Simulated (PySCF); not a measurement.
Br2ClHSi. Atoms are numbered in the order given.

```xyz
5

Si     0.5752     0.4282     0.0000
Cl    -0.2197     2.3277     0.0000
Br    -0.0909    -0.6583    -1.8178
Br    -0.0909    -0.6583     1.8178
H      2.0482     0.5155     0.0000
```
Charge 0, spin multiplicity 1.

Coordinates come from a B3LYP-D3(BJ)/def2-SVP optimisation.

Calculation: PBE0/pcSseg-1 (PySCF).

GIAO shieldings, no solvent; atoms alike by connectivity are averaged. δ = σ(ref) − σ: ²⁹Si against TMS (σ = 352.7 ppm); ³⁵Cl against HCl (σ = 945.9 ppm); ¹H against TMS (σ = 31.56 ppm), references at their B3LYP-D3(BJ)/def2-TZVP geometries, non-relativistic (without spin–orbit terms, shifts of atoms bonded to Cl or Br come out too high).

| nucleus | atoms | count | δ (ppm) |
|---|---|---|---|
| ²⁹Si | Si1 | 1 | 41.7 |
| ³⁵Cl | Cl2 | 1 | 164.0 |
| ¹H | H5 | 1 | 6.97 |
